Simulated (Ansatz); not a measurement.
Program: Ansatz. Geometries: PBE0-D4/def2-TZVP. ΔE: electronic, gas phase. CBS: MP2 limit from def2 TZ/QZ plus the TZ coupled-cluster correction, frozen cores. This one scheme is used for every species. Functionals use def2-TZVPP. B3LYP here is the variant with VWN-RPA as its local correlation; programs differ in this. Each species was taken in one conformer, which may not be the lowest.

Consider the ligand exchange at the Si–O bond: `C[SiH](O)F` + `N[SiH](O)O` → `C[SiH](F)N[SiH](O)O` + H₂O.

```json
{"level": "PBE-D4", "ΔE (kcal/mol)": "6.9", "difference from CCSD(T)/CBS": "-0.1"}
{"level": "r2SCAN-D4", "ΔE (kcal/mol)": "8.0", "difference from CCSD(T)/CBS": "1.0"}
{"level": "ωB97X-V", "ΔE (kcal/mol)": "7.8", "difference from CCSD(T)/CBS": "0.8"}
{"level": "PBE0", "ΔE (kcal/mol)": "8.5", "difference from CCSD(T)/CBS": "1.5"}
{"level": "B3LYP", "ΔE (kcal/mol)": "10.3", "difference from CCSD(T)/CBS": "3.3"}
{"level": "HF/def2-TZVPP", "ΔE (kcal/mol)": "11.2", "difference from CCSD(T)/CBS": "4.2"}
{"level": "CCSD/def2-TZVPP", "ΔE (kcal/mol)": "8.0", "difference from CCSD(T)/CBS": "1.0"}
{"level": "HF/def2-QZVPP", "ΔE (kcal/mol)": "11.2", "difference from CCSD(T)/CBS": "4.2"}
{"level": "SCS-MP2/def2-QZVPP", "ΔE (kcal/mol)": "8.0", "difference from CCSD(T)/CBS": "1.0"}
{"level": "CCSD/CBS(def2)", "ΔE (kcal/mol)": "7.6", "difference from CCSD(T)/CBS": "0.6"}
{"level": "CCSD(T)/CBS", "ΔE (kcal/mol)": "7.0", "difference from CCSD(T)/CBS": "0"}
```

Largest T1 diagnostic among the species: 0.011.

In def2-TZVPP, CCSD(T) changes the Hartree–Fock value by −3.8 kcal/mol (the triples alone add −0.6 kcal/mol) and MP2 by −3.8 kcal/mol. The D4 term adds −2.8 kcal/mol with B3LYP and −1.6 kcal/mol with PBE0; it sums over pairs of atoms, weighted by their polarisabilities, and B3LYP, whose exchange is more repulsive, gets the larger term.
